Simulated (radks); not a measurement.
Valence configurations of Hg+ (all share [Xe]). Method: scalar-relativistic Kohn-Sham, LDA (Slater exchange, Perdew-Wang correlation), spin-polarised, spherical densities, finite nucleus; open shells are filled with parallel spins first (spin-orbit coupling, left out, can overturn this in heavy ions); Fermi nuclear charge, rms radius 5.4648 fm; computed with a radial shooting solver on a logarithmic mesh with Libxc functionals. Energies are relative to 4f14 5d10 6s1; eigenvalues in eV for spin up.

| valence | E (eV) | moment (Bohr magnetons) | e(4f) | e(5d) | e(6p) | e(6s) |
|---|---|---|---|---|---|---|
| 4f14 5d10 6s1 | 0.000 | 1 | -105.44 | -19.225 | - | -15.408 |
| 4f14 5d9.5 6s1.5 | 2.236 | 1 | -107.31 | -20.584 | - | -15.905 |
| 4f14 5d9 6s2 | 4.731 | 1 | -109.23 | -21.970 | - | -16.401 |
| 4f14 5d8.5 6s2 6p0.5 | 11.448 | 2 | -112.11 | -24.317 | -9.400 | -17.760 |
| 4f14 5d9 6s1 6p1 | 11.928 | 3 | -110.97 | -23.763 | -9.804 | -18.047 |
| 4f14 5d8 6s1 6p2 | 25.860 | 5 | -116.55 | -28.219 | -11.365 | -20.443 |
| 4f14 5d7 6s1 6p3 | 41.835 | 7 | -122.19 | -32.631 | -12.789 | -22.684 |
| 4f13.5 5d10 6s1.5 | 47.049 | 1 | -113.63 | -21.132 | - | -15.927 |
| 4f13.5 5d8 6s1.5 6p2 | 76.701 | 5 | -125.16 | -30.431 | -11.643 | -21.042 |
| 4f13 5d10 6s2 | 97.519 | 1 | -122.04 | -23.143 | - | -16.458 |

NIST lists [Xe] 4f14 5d10 6s1 as the ground configuration; this level of theory agrees among the configurations tried. The energies are those of spherical high-spin densities, not of single terms.
